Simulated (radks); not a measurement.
The numbers below are computed, except where a source is named.
Excited configurations of Yb: one electron is placed in a higher orbital outside [Xe] 4f14 6s1. The ground configuration is [Xe] 4f14 6s2. Code: a radial shooting solver on a logarithmic mesh with Libxc functionals. Model: Dirac Kohn-Sham, PBE, spin-unpolarised, spherical densities, point nucleus; open shells fill j = l - 1/2 first. Excitation = E - E(ground); binding = E(ion) - E, where the ion is the core of charge +1; n* = 1/sqrt(2 binding) in atomic units, and the quantum defect is n - n*.

outer orbital  excitation (eV)  binding (eV)  eigenvalue (eV)  <r> (bohr)
5d3/2                    3.160         3.377           -0.743       4.125
5f5/2                    5.614         0.923           -0.430       16.98
6p1/2                    2.717         3.821           -1.895       5.243
6d3/2                    5.075         1.463           -0.716       11.74
6f5/2                    5.893         0.645           -0.367       28.66
7s1/2                    4.295         2.243           -1.327       9.661
7p1/2                    4.879         1.658           -0.955       12.29
7d3/2                    5.621         0.917           -0.526       21.54
7f5/2                    6.068         0.469           -0.289       42.81

The Delta-SCF ionisation energy is 6.538 eV (NIST Atomic Spectra Database: 6.254 eV, measured). Self-interaction in the functional shifts the binding energies and quantum defects, so they are the method's values and not measured ones. Spin polarisation and multiplet splitting are left out, so open shells lie too high by an amount that depends on their filling.

Beside tabulated values, note that spin-unpolarised runs miss the spin-polarisation part of the exchange energy of open shells.
